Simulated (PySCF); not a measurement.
**Frontier orbitals and the lowest excitations**

C3H11FSi3.
Z-matrix (Å and degrees, GFN2-xTB geometry), rows numbered from 1:
```
C 
Si  1  1.9020
Si  2  2.3170  1  109.92
C   3  1.9020  2  109.36  1    -3.10
Si  4  1.8817  3  122.35  2   103.44
C   4  1.3207  3  118.47  2   -73.93
F   6  1.3568  4  121.96  3    -0.89
H   1  1.0874  2  111.24  3   -58.99
H   1  1.0869  2  110.84  3    60.52
H   1  1.0863  2  111.90  3  -179.48
H   2  1.4701  1  108.10  3  -123.94
H   2  1.4729  1  107.65  3   122.23
H   3  1.4686  2  114.50  1  -122.89
H   3  1.4719  2  114.55  1   114.45
H   5  1.4648  4  110.02  3  -175.90
H   5  1.4629  4  109.17  3    63.20
H   5  1.4662  4  108.08  3   -56.30
H   6  1.0825  4  127.71  3   179.22
```

Method used: TDDFT CAM-B3LYP/def2-SVPD, vertical, gas phase, core orbitals frozen in the response in PySCF 2.14.0, density-fitted response routines.

Kohn–Sham orbitals with the atoms that hold most of them (Löwdin shares over 4%, at most four atoms; ? is withheld):

```
orbital  ε (eV)                              atoms
 HOMO-3  -10.60  Si2 26%, H12 21%, Si3 14%, H11 8%
 HOMO-2  -10.26   C1 23%, Si2 14%, C4 14%, Si3 13%
 HOMO-1   -9.86    C4 24%, Si3 19%, Si2 14%, C6 9%
   HOMO   -8.95                                  ?
   LUMO    0.30                                  ?
 LUMO+1    0.77   Si3 17%, Si2 13%, Si5 12%, C1 9%
 LUMO+2    1.19  Si5 27%, Si3 18%, Si2 12%, H15 7%
```

(1) Give the leading atoms of the LUMO.

(2) Give the leading atoms of the HOMO.

(3) The HOMO–LUMO gap is 9.25 eV. Where does the response calculation put the lowest singlet, and from which orbitals?

(4) One configuration dominates each of S1 and S3. Which, and how do the shares of the two leading atoms of either orbital change from the occupied to the empty one?

Results:

(1) C6 (bonded to C, F and H) 24%; C4 (bonded to C and 2 Si) 22%; Si3 (bonded to C, Si and 2 H) 12%; Si2 (bonded to C, Si and 2 H) 11%. By element: carbon 46% or more, silicon 23% or more.

(2) C4 (bonded to C and 2 Si) 24%; C6 (bonded to C, F and H) 21%; Si2 (bonded to C, Si and 2 H) 13%; Si3 (bonded to C, Si and 2 H) 13%. By element: carbon 45% or more, silicon 26% or more.

(3) S1 is at 6.30 eV (f = 0.105), 2.94 eV below the gap, made of HOMO→LUMO (72%), HOMO-1→LUMO (12%). 

(4) 
- S1 (6.30 eV, f 0.105), HOMO→LUMO (72%): C4 24% → 22%, C6 21% → 24%
- S3 (6.72 eV, f 0.016), HOMO→LUMO+1 (81%): C4 24% → at most 9%, C6 21% → at most 9%, Si3 13% → 17%, Si2 13% → 13%

One conformer stands for the species.
